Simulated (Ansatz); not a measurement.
Reaction: TeCl2 (chloro tellurohypochlorite, SMILES Cl[Te]Cl) → TeCl (SMILES Cl[Te], doublet) + Cl (doublet) (the Cl-Te bond breaks)
Each species at its own B3LYP-D3(BJ)/def2-TZVP minimum (Ansatz, an electronic-structure program).

Total energies in hartree (Ansatz). Open shells are spin-unrestricted; no spin-orbit coupling. Cores are frozen in correlated methods (noble-gas shells, and filled d and f shells in the p block). Past Kr the def2 sets carry scalar-relativistic core potentials. Spin-orbit terms, left out, reach several kcal/mol for Br and I, and more for heavier atoms.

```tsv
species	HF/def2-TZVPP	CCSD(T)/def2-TZVPP	HF/def2-QZVPP	CCSD(T)/def2-QZVPP	CCSDT(Q)/def2-TZVPP
1: TeCl2 (chloro tellurohypochlorite, SMILES Cl[Te]Cl)	-1186.05567	-1186.62658	-1186.08575	-1186.71345	-1186.62943
2: TeCl (SMILES Cl[Te], doublet)	-726.52772	-726.86598	-726.54355	-726.91580	-726.86792
3: Cl (doublet)	-459.47685	-459.66464	-459.48954	-459.69535	-459.66548
```

Work out the bond dissociation energy (electronic) in kJ/mol: take Hartree-Fock from def2-QZVPP, extrapolate the CCSD(T) correlation energy as X^-3 (X = 3, 4), and add CCSDT(Q) - CCSD(T) in def2-TZVPP. 1 hartree = 2625.5 kJ/mol.


Species 1: correlation (64·(-0.62770) - 27·(-0.57091))/37 = -0.66914; step -0.00285; E1 = -1186.08575 + (-0.66914) + (-0.00285) = -1186.75774
Species 2: correlation (64·(-0.37225) - 27·(-0.33826))/37 = -0.39705; step -0.00194; E2 = -726.54355 + (-0.39705) + (-0.00194) = -726.94254
Species 3: correlation (64·(-0.20581) - 27·(-0.18779))/37 = -0.21896; step -0.00084; E3 = -459.48954 + (-0.21896) + (-0.00084) = -459.70934
-1·E1 +1·E2 +1·E3 = 0.10586 hartree = 277.9 kJ/mol.
